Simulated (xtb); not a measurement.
FIn, charge +1, doublet, geometry from GFN2-xTB (such geometries of metal compounds can be far from the true shape) (a state made from the parent by changing its charge; the spin is typed, not shown lowest); GFN2-xTB with ALPB(water) (xtb).

The xtb input:
```
$ xtb mol.xyz --gfn 2 --chrg 1 --uhf 1 --alpb water --json

# file mol.xyz
2

In    -0.00000000    -0.00000000    -0.35495561
F      0.00000000     0.00000000     1.93253608
```

### Question
What does xtb print? Leave out banner, timings and long lists.

### Answer

```
   ID    Z sym.   atoms
    1   49 In     1
    2    9 F      2

           -------------------------------------------------
          |                Calculation Setup                |
           -------------------------------------------------

           -------------------------------------------------
          |                 G F N 2 - x T B                 |
           -------------------------------------------------

      * Solvation model:               ALPB
        Solvent                        water
        Parameter file                 internal GFN2-xTB/ALPB
        Dielectric constant                8.0200E+01
        Reference state                gsolv [1 M gas/solution]
        Free energy shift                  1.0808E-03 Eh       6.7819E-01 kcal/mol
        Temperature                        2.9815E+02 K
        Density                            1.0000E+00 kg/L
        Solvent mass                       1.8000E+01 g/mol
        Interaction kernel             P16
        Born radius scaling (c1)           1.4744E+00
        Born radii integrator          GBOBC
        Born offset                        0.0000E+00 a0       0.0000E+00 AA
        H-bond correction              true
        Ion screening                  false
        Surface tension                    1.0000E-05 Eh       1.5569E+01 dyn/cm
        Grid points                               230 per atom

          ...................................................
          :                      SETUP                      :
          :.................................................:
          :  # basis functions                  14          :
          :  # atomic orbitals                  13          :
          :  # shells                            5          :
          :  # electrons                         9          :
          :  max. iterations                   250          :
          :  Hamiltonian                  GFN2-xTB          :
          :  restarted?                      false          :
          :  GBSA solvation                   true          :
          :  PC potential                    false          :
          :  electronic temp.          300.0000000     K    :
          :  accuracy                    1.0000000          :
          :  -> integral cutoff          0.2500000E+02      :
          :  -> integral neglect         0.1000000E-07      :
          :  -> SCF convergence          0.1000000E-05 Eh   :
[...]
         :: total energy              -5.567917149187 Eh    ::
[...]
         6                         -0.2859909              -7.7822 (LUMO)
         7                         -0.2859909              -7.7822
         8                         -0.2393549              -6.5132
         9                         -0.1411946              -3.8421
        10                         -0.1411946              -3.8421
        11                         -0.1201631              -3.2698
        12                         -0.1201631              -3.2698
        13                          0.1549389               4.2161
      -------------------------------------------------------------
                  HL-Gap            0.3148265 Eh            8.5669 eV
             Fermi-level           -0.5255298 Eh          -14.3004 eV

     #   Z          covCN         q      C6AA      α(0)
     1  49 In       0.602     0.963   501.323    58.752
     2   9 F        0.602     0.037     9.095     3.557

 Mol. C6AA /au·bohr⁶  :        618.489909
 Mol. C8AA /au·bohr⁸  :      79725.376475
 Mol. α(0) /au        :         62.309170

Wiberg/Mayer (AO) data.
largest (>0.10) Wiberg bond orders for each atom

 ---------------------------------------------------------------------------
     #   Z sym  total        # sym  WBO       # sym  WBO       # sym  WBO
 ---------------------------------------------------------------------------
     1  49 In   0.749 --     2 F    0.749
     2   9 F    0.749 --     1 In   0.749
 ---------------------------------------------------------------------------

Topologies differ in total number of bonds
Writing topology from bond orders to xtbtopo.mol

molecular dipole:
                 x           y           z       tot (Debye)
 q only:        0.000       0.000      -0.512
   full:       -0.000       0.000      -0.845       2.148
molecular quadrupole (traceless):
                xx          xy          yy          xz          yz          zz
 q only:       -0.462       0.000      -0.462       0.000       0.000       0.923
  q+dip:       -0.719       0.000      -0.719      -0.000       0.000       1.438
   full:        0.238       0.000       0.238      -0.000       0.000      -0.477

           -------------------------------------------------
          | TOTAL ENERGY               -5.567917149187 Eh   |
          | GRADIENT NORM               0.001346698949 Eh/α |
          | HOMO-LUMO GAP               8.566865164196 eV   |
           -------------------------------------------------

normal termination of xtb
```
